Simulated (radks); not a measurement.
Results of a calculation; reference values are marked as such.
All-electron atom: Pm2+ in [Xe] 4f5. Code: a radial shooting solver on a logarithmic mesh with Libxc functionals. Model: scalar-relativistic Kohn-Sham, PBE, spin-unpolarised, spherical densities, point nucleus.

Normalised radial functions P(r) = r R(r), r in bohr:

| r | 5s | 4f |
|---|---|---|
| 0.001247 | 0.0458 | 0.0000 |
| 0.001906 | 0.0640 | 0.0000 |
| 0.002889 | 0.0867 | 0.0000 |
| 0.00438 | 0.1132 | 0.0000 |
| 0.006693 | 0.1392 | 0.0000 |
| 0.01015 | 0.1526 | 0.0000 |
| 0.01538 | 0.1341 | 0.0001 |
| 0.0235 | 0.0567 | 0.0005 |
| 0.03562 | -0.0829 | 0.0021 |
| 0.054 | -0.2226 | 0.0084 |
| 0.08252 | -0.1987 | 0.0316 |
| 0.1251 | 0.0951 | 0.1002 |
| 0.1896 | 0.3558 | 0.2634 |
| 0.2898 | 0.0254 | 0.5542 |
| 0.4392 | -0.5107 | 0.8654 |
| 0.6658 | -0.1185 | 0.9842 |
| 1.017 | 0.8080 | 0.8174 |
| 1.542 | 0.8999 | 0.5283 |
| 2.338 | 0.3711 | 0.2657 |
| 3.573 | 0.0543 | 0.0957 |
| 5.416 | 0.0022 | 0.0204 |

5s: eigenvalue -55.049 eV, 4 radial nodes at r = 0.0284, 0.112, 0.295, 0.702 bohr, <r> = 1.44 bohr, 90 % of the charge inside 2.07 bohr. 4f: eigenvalue -15.191 eV, 0 radial nodes, <r> = 1.04 bohr, 90 % of the charge inside 1.83 bohr.
